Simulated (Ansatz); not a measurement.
```xyz
15

C    -2.0674    1.7096   -0.5024
N    -0.7569    1.2314   -0.1259
Si   -0.1368   -0.3305   -0.4438
N     0.9648   -0.7285    0.8025
C     2.1175   -1.5886    0.6645
H    -2.0710    2.2792   -1.4404
H    -2.4993    2.3446    0.2781
H    -2.7387    0.8583   -0.6365
H    -0.0979    1.9655    0.0806
H    -1.3678   -1.1685   -0.5799
H     0.6692   -0.5204   -1.6891
H     0.6624   -0.6002    1.7555
H     2.4251   -1.6164   -0.3833
H     2.9674   -1.2119    1.2430
H     1.9294   -2.6236    0.9772
```

Total charge 0; spin multiplicity 1.

(1) List the PBE0/def2-TZVPP orbital energies in eV (Ansatz). (Estimate.)

Answers

(1) Ansatz gave: Occupied: -1802.29, -390.67, -390.67, -278.61, -278.61, -144.53, -99.20, -99.19, -99.17, -24.57, -24.15, -18.77, -18.28, -15.05, -13.71, -12.82, -12.04, -11.85, -11.51, -11.06, -9.92, -9.86, -9.15, -6.75, -6.58. Lowest empty: 0.99, 1.16, 1.84, 2.31, 2.39, 2.64, 3.19, 3.29.
